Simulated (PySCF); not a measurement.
Correlation energy of F (fluorine, neutral)

[He] 2s1 2p6, 2S determinant (an excited configuration). Calculation: PySCF 2.14, in x2c-QZVPPall (7s4p3d2f1g, 57 functions); scalar relativity by spin-free X2C-1e. Frozen: nothing; 9 electrons correlated.

```json
{"level": "CCSD", "correlation energy (mhartree)": "-345.74"}
{"level": "(T)", "correlation energy (mhartree)": "-13.29"}
{"level": "CCSD(T)", "correlation energy (mhartree)": "-359.03"}
```

Diagnostics: T1 = 0.011, D1 = 0.0258, largest double amplitude 0.075.

Cost of the coupled-cluster step: roughly 8 core-seconds, for 9 correlated electrons.

Iterations:

```
CC2 = 0
CCSD nocc = (np.int64(5), np.int64(4)), nmo = (57, 57)
frozen orbitals [[], []]
max_cycle = 100
direct = 0
conv_tol = 1e-08
conv_tol_normt = 1e-06
diis_space = 8
diis_start_cycle = 0
Init t2, MP2 energy = -0.321268890815395
Init E_corr(UCCSD) = -0.32126889081728
cycle = 1  E_corr(UCCSD) = -0.329451042843085  dE = -0.00818215203  norm(t1,t2) = 0.0609488
cycle = 2  E_corr(UCCSD) = -0.338066040230459  dE = -0.00861499739  norm(t1,t2) = 0.0324221
cycle = 3  E_corr(UCCSD) = -0.344344539567189  dE = -0.00627849934  norm(t1,t2) = 0.0195231
cycle = 4  E_corr(UCCSD) = -0.34565497913782  dE = -0.00131043957  norm(t1,t2) = 0.00749792
cycle = 5  E_corr(UCCSD) = -0.3456495741829  dE = 5.40495492e-06  norm(t1,t2) = 0.00457436
cycle = 6  E_corr(UCCSD) = -0.345700325843702  dE = -5.07516608e-05  norm(t1,t2) = 0.00104183
cycle = 7  E_corr(UCCSD) = -0.34575131176979  dE = -5.09859261e-05  norm(t1,t2) = 0.000318628
cycle = 8  E_corr(UCCSD) = -0.345734307880675  dE = 1.70038891e-05  norm(t1,t2) = 9.11394e-05
cycle = 9  E_corr(UCCSD) = -0.345738680570852  dE = -4.37269018e-06  norm(t1,t2) = 2.44842e-05
cycle = 10  E_corr(UCCSD) = -0.345737737474964  dE = 9.43095888e-07  norm(t1,t2) = 8.8411e-06
cycle = 11  E_corr(UCCSD) = -0.345738137058797  dE = -3.99583833e-07  norm(t1,t2) = 1.32607e-05
cycle = 12  E_corr(UCCSD) = -0.345737714506429  dE = 4.22552369e-07  norm(t1,t2) = 1.49947e-06
cycle = 13  E_corr(UCCSD) = -0.345737736762794  dE = -2.22563652e-08  norm(t1,t2) = 1.42133e-07
cycle = 14  E_corr(UCCSD) = -0.345737733438099  dE = 3.32469474e-09  norm(t1,t2) = 3.46418e-08
UCCSD converged
E(UCCSD) = -98.96855119199569  E_corr = -0.3457377334380993
UCCSD(T) correction = -0.0132907101779537
```

This basis was not built for core-valence correlation, so the inner-shell part is incomplete.
